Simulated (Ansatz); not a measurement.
The same path of Cl4H2NTa + H2 (10 atoms, charge 0, multiplicity 1) was run 3 times with different band settings. Lost on the way: H9–H10. Made: Ta1–H9, N2–H10.

Method: Ansatz, RKS PBE0-D4/def2-SVP.

Relaxed end points:

```xyz
10
Properties=species:S:1:pos:R:3
Ta -0.040 0.398 0.012
N 1.905 0.354 0.134
H 2.417 0.455 1.006
H 2.516 0.206 -0.664
Cl 0.010 0.722 2.323
Cl 0.283 0.051 -2.272
Cl -1.072 2.425 -0.344
Cl -1.233 -1.563 0.228
H 1.483 -3.106 0.715
H 2.220 -2.922 0.738
```

```xyz
10
Properties=species:S:1:pos:R:3
Ta -0.141 -0.405 0.165
N 2.188 -0.083 0.191
H 2.539 -0.146 1.148
H 2.453 0.832 -0.180
Cl 0.016 0.043 2.449
Cl 0.269 -1.324 -1.939
Cl 0.079 1.840 -0.521
Cl -2.317 -1.109 0.257
H 0.742 -1.828 0.665
H 2.662 -0.800 -0.360
```

Common settings: optimiser quadratic models (default); start path through a guess of the saddle point; force threshold 0.05 eV/Å; end points relaxed.

| run | movable images | climbing image | spring | iteration limit |
| --- | --- | --- | --- | --- |
| 1 | 9 | yes | 5.0 eV/Å² | 41 |
| 2 | 2 | no | 5.0 eV/Å² | 60 |
| 3 | 9 | yes | 0.5 eV/Å² | 45 |

(1) What does each run give, and how far can it be trusted?

Answers

(1) Run 1: converged after 17 iterations, highest image 0.942 eV above the first end. A vibrational analysis at the climbing image gives one clearly imaginary mode, 1295i cm⁻¹: a first-order saddle point.
Run 2: converged after 11 iterations, highest image 0.144 eV above the first end. No image climbed, so the highest image needn't sit at the top of the path. A band with more images between the same ends climbed to 0.94 eV, so this one has probably stepped over the top. So few images can step over the top or miss a turn of the path.
Run 3: converged after 17 iterations, highest image 0.942 eV above the first end. Another band between the same ends (9 images) ends at a top of the same energy, where a vibrational analysis finds 1 clearly imaginary mode.
The orbitals stay closed-shell, which can raise the energy where a bond breaks towards radicals; this wasn't checked here.
